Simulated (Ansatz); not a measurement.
`C[SiH][SeH]` radical, relaxed with UKS PBE-D4/def2-SVP in the Gaussian-basis code of Ansatz from a rough embedded geometry. The force threshold is 0.03 eV/Å; the program also tests the step.

Charge 0, multiplicity 2.

Start:

```xyz
8

C     0.707    0.459   -0.564
Si   -0.614   -0.740   -0.317
Se   -1.307   -0.590    1.843
H     1.064    0.376   -1.674
H     1.585    0.279    0.077
H     0.383    1.515   -0.399
H    -0.119   -2.122   -0.601
H    -1.698    0.823    1.635
```

```tsv
step	energy (eV)	largest force (eV/Å)	largest move (Å)
1	-74318.6028	2.274	0.000
2	-74318.7470	0.941	0.151
3	-74318.7833	0.342	0.135
4	-74318.7880	0.229	0.084
5	-74318.7948	0.053	0.035
6	-74318.7952	0.019	0.011
```

End:

```xyz
8

C     0.775    0.507   -0.650
Si   -0.648   -0.713   -0.336
Se   -1.410   -0.676    1.839
H     1.137    0.398   -1.694
H     1.617    0.298    0.042
H     0.452    1.557   -0.504
H    -0.161   -2.138   -0.484
H    -1.762    0.768    1.786
```

Run time 6.5 s (4 threads of an Arm Neoverse V2 on a shared host); peak host memory 0.16 GiB.
